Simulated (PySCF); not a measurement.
# Substituent chemical shifts

Parent skeleton `[PH2:1][SiH:2]1[CH2:3][NH:4][CH2:5][SiH2:6]1`; one hydrogen on atom 4 is replaced by X. Hydrogens on one atom are averaged.

[PySCF: GIAO PBE0/pcSseg-1 shieldings; GFN2-xTB geometry; non-relativistic Hamiltonian; equivalent nuclei averaged; gas phase; one conformer]

Shifts are taken against calculated references (same method and geometry level): H3PO4 for 31P (σ = 318.38 ppm); TMS for 29Si (σ = 349.16 ppm) and 13C (σ = 186.93 ppm) and 1H (σ = 31.72 ppm); NH3 for 15N (σ = 267.73 ppm).

Known members:
```json
{"X": "cPr", "P1": "-293.5", "Si2": "-50.7", "C3": "50.4", "N4": "69.0", "C5": "46.3", "Si6": "-74.0", "H(P1)": "1.52", "H(Si2)": "4.56", "H(C3)": "2.78"}
```

Four more derivatives gave (δ, ppm):
```tsv
compound	P1	Si2	C3	N4	C5	Si6	H(P1)	H(Si2)	H(C3)
1	-289.2	-51.0	53.0	45.3	48.4	-75.8	1.26	4.01	2.59
2	-286.0	-47.5	39.4	96.2	45.1	-69.2	1.48	4.30	2.90
3	-298.1	-46.0	50.1	60.9	42.8	-66.7	1.16	4.41	2.21
4	-304.6	-48.7	46.2	50.7	40.3	-69.6	1.21	4.75	2.34
```

Question: Their substituents are C2H5, CH3, allyl, vinyl. Which is which?

Answer: 1: X = CH3 (CN1C[SiH2][Si@H](P)C1); 2: X = vinyl (C=CN1C[SiH2][Si@H](P)C1); 3: X = allyl (C=CCN1C[SiH2][Si@@H](P)C1); 4: X = C2H5 (CCN1C[SiH2][Si@@H](P)C1).

Experimental scales use liquid or dissolved standards, which lie at an offset from isolated H3PO4 and NH3 (liquid NH3: subtract about 20 ppm).
